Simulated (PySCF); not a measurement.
Vertical excitations of a molecule C3H7FOSi from TDDFT-PBE/def2-SVPD run with PySCF, as energy in eV (oscillator strength): 3.02 (0.001), 4.54 (0.014), 5.24 (0.029), 5.39 (0.022), 5.49 (0.002), 5.74 (0.002), 6.05 (0.002), 6.17 (0.067), 6.28 (0.054), 6.76 (0.029). Lowest triplet (TDA): 2.34 eV. Coordinates come from a r2SCAN-D4/def2-SVP optimisation. The values are those of a single conformer.

Task: Pick the molecule that these values belong to.
(A) C[C@@H](C=O)[SiH2]F
(B) C=C(F)[Si@@H](C)O
(C) C[C@@H](F)[SiH2]C=O
(D) O=C[C@@H](F)C[SiH3]

Result: C, C[C@@H](F)[SiH2]C=O
